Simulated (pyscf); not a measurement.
## HO–TiH(OH)–OH, singlet

Gas-phase minimum from PySCF at ωB97X-D3(BJ)/def2-SVP, one conformer. 

```xyz
8

O      0.6009     0.9537    -0.6051
Ti    -0.1059    -0.2690     0.4628
O     -0.9481    -1.5632    -0.4032
O     -1.0410     0.4101     1.8046
H      0.7804     1.0516    -1.5449
H      1.2126    -1.0220     1.1907
H     -1.7293    -2.1085    -0.2715
H     -1.1714     1.2731     2.2085
```

Bonds (Å): O1–Ti2 1.771, O1–H5 0.962, Ti2–O3 1.770, Ti2–O4 1.771, Ti2–H6 1.684, O3–H7 0.962, O4–H8 0.962. Angles (°): Ti2–O1–H5 137.2, O1–Ti2–O3 113.6, O1–Ti2–O4 113.8, O1–Ti2–H6 104.9, O3–Ti2–O4 113.6, O3–Ti2–H6 104.9, O4–Ti2–H6 104.9, Ti2–O3–H7 137.2, Ti2–O4–H8 137.2.

Properties at ωB97X-D3(BJ)/def2-SVP:

```
Item                                                                                                                                                                                                               Value
---------------------------------------------------------------------------------------------------------------------  -------------------------------------------------------------------------------------------------
Harmonic wavenumbers, unscaled                                                                                         166, 186, 186, 302, 302, 341, 408, 408, 426, 605, 606, 776, 859, 859, 1771, 3954, 3954, 3961 cm⁻¹
Zero-point energy                                                                                                                                                                                          28.7 kcal/mol
Rotational symmetry number                                                                                                                                                                                             3
Entropy of this conformer at 298 K and 1 atm, rigid rotor and harmonic oscillator, modes under 100 cm⁻¹ raised to 100                                                                                    327.6 J/(mol K)
Dipole moment                                                                                                                                                                                                     2.52 D
```

Single-point totals, which compare only within one level:

```
level                   total energy (hartree)
----------------------  ----------------------
ωB97X-D3(BJ)/def2-TZVP             -1077.80608
PBE/def2-TZVP                      -1077.35228
r²SCAN/def2-TZVP                   -1077.66924
B3LYP-D3(BJ)/def2-TZVP             -1077.83113
PBE0-D3(BJ)/def2-TZVP              -1077.35301
M06-2X/def2-TZVP                   -1077.65458
ωB97M-D3(BJ)/def2-TZVP             -1077.86894
```

Soft torsions are taken as harmonic, which can shift the entropy by several J/(mol K).
